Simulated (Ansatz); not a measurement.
System: C$_{5}$H$_{11}$S (charge 0, doublet). It need not be the lowest isomer of its formula. SMILES: CCCCC[S]
Structure (B3LYP-D3(BJ)/def2-TZVP (Ansatz, a first-principles code) minimum search):
```
C
H 1 1.0960
H 1 1.0960 2 106.04
C 1 1.5269 2 109.23 3 -117.59
H 4 1.0947 1 109.12 2 -64.46
H 4 1.0947 5 106.10 1 117.45
C 4 1.5258 5 109.61 6 118.27
H 7 1.0914 4 111.47 5 -58.03
H 7 1.0927 8 107.74 4 122.11
H 7 1.0927 8 107.74 9 115.78
C 1 1.5273 2 109.45 3 117.96
H 11 1.0933 1 109.90 2 -179.61
H 11 1.0933 12 106.26 1 118.85
C 11 1.5236 12 109.04 13 117.39
H 14 1.0961 11 111.25 12 63.80
H 14 1.0961 15 105.06 11 -120.49
S 14 1.8015 15 106.38 16 -112.55
```
Charge 0, spin multiplicity 2.

Quantity: atomisation energy (electronic, to ground-state atoms), in kcal/mol. Valence correlation only, unless marked. UHF or UKS for open shells. Spin-orbit coupling is left out. Non-relativistic unless marked X2C. The coupled-cluster limit lacks core correlation, which all-electron functionals hold. CBS(X,Y): correlation extrapolated as X^-3; Hartree-Fock from the larger set. The bracket is a focal-point correction in the basis named.

```json
[
 {"level": "HF/6-31G", "program": "Ansatz", "atomisation energy (kcal/mol)": "1127.4"}
]
```

**Question.** Estimate the value at RI-MP2/CBS(cc-pV(T+d)Z,cc-pV(Q+d)Z)+[CCSD(T)-MP2]/cc-pV(T+d)Z as computed with Ansatz.

**Answer.** 1560.7 kcal/mol
